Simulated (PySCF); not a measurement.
CH$_{2}$F$_{3}$O$_{3}$S, charge +1, singlet, geometry from GFN2-xTB, with bond 10-4 at 2.0 times its length; SVWN5/STO-3G run with PySCF.

The PySCF input:
```python
from pyscf import gto, scf, dft

mol = gto.Mole()
mol.atom = '''
    O    -1.158827   -1.436050    0.611836
    S    -0.688260   -0.123378    0.509018
    O    -1.070127    0.956060    1.311580
    O    -1.456276    0.398058   -1.176182
    C     1.072983    0.023007   -0.214665
    F     1.917282   -0.282278    0.721943
    F     1.186975    1.261129   -0.609567
    F     1.110093   -0.812264   -1.216079
    H    -1.965133   -0.275410   -1.676104
    H    -2.359561    2.137114   -1.273307
'''
mol.basis = 'sto-3g'
mol.charge = 1
mol.spin = 0
mol.verbose = 4
mol.build()

mf = dft.RKS(mol)
mf.xc = 'lda,vwn'
mf.DIIS = scf.EDIIS
mf.kernel()
```

Output, abridged:

```
PySCF version 2.14.0

[INPUT] verbose = 4
[INPUT] num. atoms = 10
[INPUT] num. electrons = 74
[INPUT] charge = 1
[INPUT] spin (= nelec alpha-beta = 2S) = 0
[INPUT] symmetry False subgroup None
[INPUT] Mole.unit = angstrom
[INPUT] Symbol           X                Y                Z      unit          X                Y                Z       unit  Magmom
[...]
nuclear repulsion = 571.351850235496
number of shells = 28
number of NR pGTOs = 138
number of NR cGTOs = 46
basis = sto-3g
ecp = {}

******** <class 'pyscf.dft.rks.RKS'> ********
method = RKS
initial guess = minao
damping factor = 0
level_shift factor = 0
DIIS = <class 'pyscf.scf.diis.EDIIS'>
diis_start_cycle = 1
diis_space = 8
diis_damp = 0
SCF conv_tol = 1e-09
SCF conv_tol_grad = None
SCF max_cycles = 50
direct_scf = True
direct_scf_tol = 1e-13
XC library pyscf.dft.libxc version 7.1.2
    S. Lehtola, C. Steigemann, M. J. T. Oliveira, and M. A. L. Marques,  SoftwareX 7, 1–5 (2018)
XC functionals = lda,vwn
    P. A. M. Dirac,  Math. Proc. Cambridge Philos. Soc. 26, 376 (1930)
    F. Bloch,  Z. Phys. 57, 545 (1929)
    S. H. Vosko, L. Wilk, and M. Nusair,  Can. J. Phys. 58, 1200 (1980)
radial grids:
    Treutler-Ahlrichs [JCP 102, 346 (1995); DOI:10.1063/1.469408] (M4) radial grids

becke partition: Becke, JCP 88, 2547 (1988); DOI:10.1063/1.454033
pruning grids: <function nwchem_prune>
grids dens level: 3
symmetrized grids: False
atomic radii adjust function: <function treutler_atomic_radii_adjust>
small_rho_cutoff = 0
Set gradient conv threshold to 3.16228e-05
Initial guess from minao.
tot grids = 137648
init E= -946.567543938127
[...]
cycle= 1 E= -943.506821691232  delta_E= 3.06  |g|= 1.43  |ddm|= 4.63
[...]
cycle= 2 E= -938.980739882347  delta_E= 4.53  |g|= 3.14  |ddm|=  7.1
[...]
cycle= 3 E= -938.050637688938  delta_E= 0.93  |g|= 2.81  |ddm|= 8.22
[...]
cycle= 4 E= -941.845203444391  delta_E= -3.79  |g|=  2.3  |ddm|=    8
[...]
cycle= 5 E= -943.292666033193  delta_E= -1.45  |g|= 1.44  |ddm|= 2.95
[...]
cycle= 6 E= -943.292666048805  delta_E= -1.56e-08  |g|= 1.44  |ddm|= 2.91e-08
[...]
cycle= 7 E= -943.292666027418  delta_E= 2.14e-08  |g|= 1.44  |ddm|= 3.81e-08
[...]
cycle= 8 E= -943.29266609622  delta_E= -6.88e-08  |g|= 1.44  |ddm|= 1.54e-07
[...]
cycle= 9 E= -943.292666033699  delta_E= 6.25e-08  |g|= 1.44  |ddm|= 1.51e-07
[...]
cycle= 10 E= -943.292666037909  delta_E= -4.21e-09  |g|= 1.44  |ddm|= 7.52e-09
[...]
cycle= 11 E= -914.466373464003  delta_E= 28.8  |g|= 5.17  |ddm|= 11.3
[...]
cycle= 12 E= -928.240241196045  delta_E= -13.8  |g|= 3.61  |ddm|= 14.7
[...]
cycle= 13 E= -922.353987452521  delta_E= 5.89  |g|= 3.48  |ddm|= 10.4
[...]
cycle= 14 E= -939.586852948261  delta_E= -17.2  |g|= 2.86  |ddm|= 7.58
[...]
cycle= 15 E= -939.586853756558  delta_E= -8.08e-07  |g|= 2.86  |ddm|= 1.13e-06
[...]
cycle= 16 E= -939.586852832584  delta_E= 9.24e-07  |g|= 2.86  |ddm|= 1.31e-06
[...]
cycle= 17 E= -939.586851462755  delta_E= 1.37e-06  |g|= 2.86  |ddm|= 1.96e-06
[...]
cycle= 18 E= -939.586851779465  delta_E= -3.17e-07  |g|= 2.86  |ddm|= 6.02e-07
[...]
cycle= 19 E= -939.586852945678  delta_E= -1.17e-06  |g|= 2.86  |ddm|= 1.6e-06
[...]
cycle= 20 E= -912.525870029678  delta_E= 27.1  |g|= 4.18  |ddm|= 13.1
[...]
cycle= 21 E= -923.730110984319  delta_E= -11.2  |g|= 4.96  |ddm|= 14.1
[...]
cycle= 22 E= -908.737257356618  delta_E=   15  |g|= 3.39  |ddm|= 12.1
[...]
cycle= 23 E= -940.423632270293  delta_E= -31.7  |g|= 2.83  |ddm|= 8.78
[...]
cycle= 24 E= -940.423632486026  delta_E= -2.16e-07  |g|= 2.83  |ddm|= 3.41e-07
[...]
cycle= 25 E= -940.423632316694  delta_E= 1.69e-07  |g|= 2.83  |ddm|= 2.7e-07
[...]
cycle= 26 E= -940.423632310135  delta_E= 6.56e-09  |g|= 2.83  |ddm|= 1.04e-08
[...]
cycle= 27 E= -940.423632320685  delta_E= -1.06e-08  |g|= 2.83  |ddm|= 1.71e-08
[...]
cycle= 28 E= -940.423632311893  delta_E= 8.79e-09  |g|= 2.83  |ddm|= 1.37e-08
[...]
cycle= 29 E= -908.18118228281  delta_E= 32.2  |g|= 3.93  |ddm|= 13.3
[...]
cycle= 30 E= -923.18970008089  delta_E=  -15  |g|= 4.33  |ddm|= 14.7
[...]
cycle= 31 E= -902.331309265064  delta_E= 20.9  |g|=  3.2  |ddm|= 10.8
[...]
cycle= 32 E= -933.592184845062  delta_E= -31.3  |g|=  3.1  |ddm|= 12.2
[...]
cycle= 33 E= -933.592184846858  delta_E= -1.8e-09  |g|=  3.1  |ddm|= 2.02e-09
[...]
cycle= 34 E= -933.592184845876  delta_E= 9.82e-10  |g|=  3.1  |ddm|= 2.71e-09
[...]
cycle= 35 E= -933.592184868198  delta_E= -2.23e-08  |g|=  3.1  |ddm|= 2.41e-08
[...]
cycle= 36 E= -933.592184844115  delta_E= 2.41e-08  |g|=  3.1  |ddm|= 4.88e-08
[...]
cycle= 37 E= -933.592184845083  delta_E= -9.68e-10  |g|=  3.1  |ddm|= 4.3e-08
[...]
cycle= 38 E= -908.779393399129  delta_E= 24.8  |g|= 3.66  |ddm|=   13
[...]
cycle= 39 E= -923.114650378122  delta_E= -14.3  |g|=    5  |ddm|= 14.4
[...]
cycle= 40 E= -908.156107287297  delta_E=   15  |g|= 3.18  |ddm|= 10.9
[...]
cycle= 41 E= -933.333855408948  delta_E= -25.2  |g|= 3.06  |ddm|= 12.3
[...]
cycle= 42 E= -933.333855367231  delta_E= 4.17e-08  |g|= 3.06  |ddm|= 6.31e-08
[...]
cycle= 43 E= -933.333855411888  delta_E= -4.47e-08  |g|= 3.06  |ddm|= 6.72e-08
[...]
cycle= 44 E= -933.333855478222  delta_E= -6.63e-08  |g|= 3.06  |ddm|= 3.33e-07
[...]
cycle= 45 E= -933.333855427803  delta_E= 5.04e-08  |g|= 3.06  |ddm|= 1.28e-07
[...]
cycle= 46 E= -933.333855407362  delta_E= 2.04e-08  |g|= 3.06  |ddm|= 1.59e-07
[...]
cycle= 47 E= -908.872398512342  delta_E= 24.5  |g|= 3.58  |ddm|= 12.9
[...]
cycle= 48 E= -923.750508825539  delta_E= -14.9  |g|= 5.22  |ddm|= 12.8
[...]
cycle= 49 E= -907.494807299652  delta_E= 16.3  |g|= 3.43  |ddm|= 12.8
[...]
cycle= 50 E= -933.283336567449  delta_E= -25.8  |g|= 3.03  |ddm|= 12.3
SCF not converged.
SCF energy = -933.283336567449
```

The run did not converge; its last values are not results.
